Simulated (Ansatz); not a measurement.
A structure relaxed at PBE0-D4/def2-TZVP, charge 0, multiplicity 1:

```xyz
9

C    -0.5376   -1.2189    0.4116
Ge    0.2844    0.2787   -0.5189
S     0.2627    1.9712    0.9345
H    -0.5636   -2.0939   -0.2394
H    -1.5576   -0.9645    0.7011
H     0.0352   -1.4624    1.3067
H    -0.5126    0.6742   -1.7765
H     1.7385   -0.0308   -0.9224
H     0.8506    2.8464    0.1032
```

Q: Give its formula and SMILES.

A: CH6GeS, `[CH3][GeH2][SH]`.

Q: Point group (tolerance 0.08 Å, 0.16 Å for H)?

A: Cs.

Q: Summarise the bond lengths by kind.

A: 1 × C–Ge 1.945 Å; 3 × C–H 1.090 to 1.091 Å; 1 × Ge–S 2.231 Å; 2 × Ge–H 1.541 Å; 1 × H–S 1.343 Å.

All numbers were calculated with Ansatz.
